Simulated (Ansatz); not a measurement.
Start from `[F][GeH]([F])[SiH3]` and change one atom or group to get `[F][Ge]([F])([SiH3])[Cl]`.

Ansatz, PBE0-D4/def2-TZVP geometries, multiplicity 1. 

Scalar relativity is left out up to krypton.

```json
{"property": "size of the dipole moment (ωB97M-V/def2-TZVPP) / D", "`[F][GeH]([F])[SiH3]`": "3.15"}
{"property": "zero-point energy (PBE0-D4/def2-TZVP) / kJ/mol", "`[F][GeH]([F])[SiH3]`": "98.4"}
{"property": "HOMO–LUMO gap (ωB97M-V/def2-TZVPP) / eV", "`[F][GeH]([F])[SiH3]`": "12.12"}
{"property": "HOMO–LUMO gap (PBE0/def2-TZVPP) / eV", "`[F][GeH]([F])[SiH3]`": "8.19"}
{"property": "HOMO energy (B3LYP/def2-TZVPP) / eV", "`[F][GeH]([F])[SiH3]`": "-8.60"}
{"property": "HOMO energy (ωB97M-V/def2-TZVPP) / eV", "`[F][GeH]([F])[SiH3]`": "-10.87"}
```

Problem. Give the same properties after the change, and the shifts. (An estimate is asked.)

Solution. Ansatz gave: 
```csv
property,`[F][Ge]([F])([SiH3])[Cl]`,shift
size of the dipole moment (ωB97M-V/def2-TZVPP) / D,3.70,0.55
zero-point energy (PBE0-D4/def2-TZVP) / kJ/mol,81.9,-16.5
HOMO–LUMO gap (ωB97M-V/def2-TZVPP) / eV,12.14,0.02
HOMO–LUMO gap (PBE0/def2-TZVPP) / eV,8.20,0.01
HOMO energy (B3LYP/def2-TZVPP) / eV,-8.97,-0.37
HOMO energy (ωB97M-V/def2-TZVPP) / eV,-11.28,-0.41
```

Dipoles are sizes alone; their direction can turn.

Positive LUMOs are unbound, so they and the gaps depend on the basis.

B3LYP here is the variant with VWN-RPA as its local correlation; programs differ in this.
